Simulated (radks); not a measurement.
All-electron atom: Tm3+ in [Xe] 4f12 (the NIST ground configuration).

Calculated with a radial shooting solver on a logarithmic mesh with Libxc functionals: scalar-relativistic Kohn-Sham, SCAN, spin-polarised, spherical densities, finite nucleus; open shells are filled with parallel spins first (spin-orbit coupling, left out, can overturn this in heavy ions); meta-GGA in the generalised Kohn-Sham scheme; Fermi nuclear charge, rms radius 5.2256 fm.

Energy parts (Ry):
| part | energy |
|---|---|
| total | -27132.8463 |
| kinetic | 29487.6850 |
| electron-nucleus | -66524.4965 |
| Hartree | 10474.6026 |
| exchange-correlation | -570.6374 |

Orbitals (lengths in bohr, moments of r in powers of bohr; r(max) is where P^2 peaks):
orbital  occ.  eigenvalue (Ry)   r(max)   <1/r>
1s up       1        -4365.123  0.01261   79.07
1s down     1        -4365.123  0.01261   79.07
2s up       1        -740.2937  0.07182   18.44
2s down     1        -740.2899  0.07182   18.44
2p up       3        -653.6300  0.05855   16.97
2p down     3        -653.6272  0.05855   16.97
3s up       1        -169.1408   0.2029   6.814
3s down     1        -169.0609   0.2029   6.817
3p up       3        -142.7199   0.2000   6.346
3p down     3        -142.6367   0.1999   6.349
3d up       5        -110.0794   0.1635   6.005
3d down     5        -110.0118   0.1635   6.007
4s up       1        -35.73537   0.4645   2.872
4s down     1        -35.56266   0.4645   2.870
4p up       3        -27.00235   0.4856   2.627
4p down     3        -26.83290   0.4855   2.625
4d up       5        -15.37530   0.5009   2.324
4d down     5        -15.20735   0.5010   2.321
4f up       7         -2.70237   0.4926   1.757
4f down     5         -2.54488   0.4937   1.742
5s up       1         -6.25761    1.076   1.100
5s down     1         -6.22881    1.081   1.093
5p up       3         -4.18651    1.230  0.9260
5p down     3         -4.16422    1.238  0.9214

The highest occupied level is 4f down at -34.625 eV. Summed over all electrons, <r^2> = 32.67 bohr^2, which gives a Langevin (diamagnetic) susceptibility term of -25.9 x 10^-6 cm^3/mol. For comparison, the ionisation energy in NIST's Atomic Spectra Database is 42.41 eV (semi-empirical). In exact Kohn-Sham theory the highest level is minus the ionisation energy, but local and semilocal functionals leave it too shallow, through self-interaction and a potential that decays too fast; potentials with the right tail come closer. The electron density at the nucleus is 1.002e+06 e/bohr^3 (large components only). The spin density at the nucleus is 1.11 e/bohr^3 (1s 0.01, 2s -0.83, 3s -10.15, 4s 4.42, 5s 7.67). Spin moment in Bohr magnetons: 2.
